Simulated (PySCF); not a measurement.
Structure problem from calculated spectra and properties.

Formula: C3H4OSi.

* NMR, other nuclei: isotropic shieldings of nuclei other than C and H, by class: -432 (1 O), 363 (1 Si) ppm [GIAO PBE0/pcSseg-1]
* Dipole: 3.51 D [CAM-B3LYP/def2-SVPD]
* 1H NMR: chemical shifts (computed TMS as zero) by class: 9.32 (1 H), 7.59 (1 H), 5.37 (2 H) ppm [GIAO PBE0/pcSseg-1]
* XPS: Si2p3/2 107.0, C1s 290.8, C1s 291.1, C1s 292.7, O1s 537.5, Si1s 1846.8 eV [ΔSCF SCAN, pcX-2 on the ionised atom, pcseg-1 elsewhere, spin-free X2C, 2p3/2 from a spin–orbit splitting computed afterwards within the 2p shell]
* Polarisability: 62.2 au [CAM-B3LYP/def2-SVPD]
* Triplet: lowest triplet excitation (Tamm–Dancoff): 2.75 eV [TDA CAM-B3LYP/def2-SVPD]
* UV, strongest line: among the 8 lowest singlet transitions: S5 at 6.26 eV (198 nm, f = 0.165) [TDDFT CAM-B3LYP/def2-SVPD]
* UV, first state: lowest singlet excitation: 3.24 eV (383 nm, f = 0.001) [TDDFT CAM-B3LYP/def2-SVPD]
* Rotational structure: rotational constants A, B, C: 6.989, 4.134, 2.679 GHz [GFN2-xTB]
* 13C NMR: chemical shifts (computed TMS as zero) by class: 219.8 (1 C), 186.7 (1 C), 176.8 (1 C) ppm [GIAO PBE0/pcSseg-1]

Electronic properties: PySCF, gas phase, density fitting. Levels stand in brackets. Isolated species at its GFN2-xTB geometry, gas phase. Each NMR value is the plain mean over a class of atoms that symmetry, rotation or inversion makes alike.

Question: Give a SMILES that accounts for the data.

Answer: Numbering: `[O:1]=[C:2]1[CH:3]=[CH:4][SiH2:5]1`. Its formula, C3H4OSi, gives 3 degrees of unsaturation: 1 ring and 2 π bonds in the structure found. 3 carbons fall into 3 classes; from least to most shielded: carbonyl carbon [C2] (219.8 ppm), alkene CH carbon [C4] (186.7 ppm), alkene CH carbon [C3] (176.8 ppm). Hydrogen classes from least to most shielded: 1 H on an alkene CH carbon, C4 (9.32 ppm), 1 H on an alkene CH carbon, C3 (7.59 ppm), 2 H on an SiH2 silicon, Si5 (5.37 ppm). The other shieldings belong to: -432 ppm, carbonyl oxygen [O1]; 363 ppm, SiH2 silicon [Si5]. The core levels belong to: Si2p3/2 107.0 eV, SiH2 silicon [Si5]; C1s 290.8 eV, alkene CH carbon [C4]; C1s 291.1 eV, alkene CH carbon [C3]; C1s 292.7 eV, carbonyl carbon [C2]; O1s 537.5 eV, carbonyl oxygen [O1]; Si1s 1846.8 eV, SiH2 silicon [Si5]. The hole state at 290.8 eV has ⟨S²⟩ = 0.83 against 0.75, so that value is less sure. S1 is mainly HOMO→LUMO (weight 0.94); the largest Löwdin shares of the orbital it empties are 0.48 on the carbonyl oxygen, 0.19 on the carbonyl carbon, 0.14 on the SiH2 silicon and 0.11 on an alkene CH carbon, of the orbital it fills 0.33 on an alkene CH carbon, 0.20 on the carbonyl oxygen, 0.18 on the carbonyl carbon and 0.17 on an alkene CH carbon. The optimised geometry has point group Cs and is an asymmetric top. Structure: `O=C1C=C[SiH2]1`. The assignments are read from this structure; whether some other isomer fits the data as well wasn't checked.
